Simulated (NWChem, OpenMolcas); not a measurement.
How basis sets differ on GaH3O (GaH2(OH))

GaH3O has 5 atoms, charge 0, and is taken as a singlet. SMILES: `[H][Ga]([H])[OH]`. Geometry: a GFN2-xTB relaxation, a rough one for these elements and not checked as a minimum.

```csv
atom,x (Å),y (Å),z (Å)
Ga,0.2938,0.4909,-0.1106
H,1.8268,0.3780,-0.2070
H,-0.5318,1.7818,-0.2808
O,-0.5353,-0.9374,0.2101
H,-1.0534,-1.7134,0.3884
```

Quantity: the dipole moment, in D. The values are calculated.

```
      level          kind     program  value (D)  CPU time
  HF/STO-3G  Hartree–Fock  OpenMolcas       1.13     1.9 s
  HF/STO-6G  Hartree–Fock      NWChem       1.11      23 s
   HF/3-21G  Hartree–Fock  OpenMolcas       0.91       2 s
HF/def2-SVP  Hartree–Fock  OpenMolcas       0.71     3.5 s
```

All-electron rows without a relativistic Hamiltonian named are non-relativistic. The values span 0.71 to 1.13 D. Magnitudes only: a small dipole may point the other way at some levels. Sets without polarisation functions give poor dipoles. CPU times are rough (shared hosts, several kinds of processor): they show what a rung costs within a factor of a few.
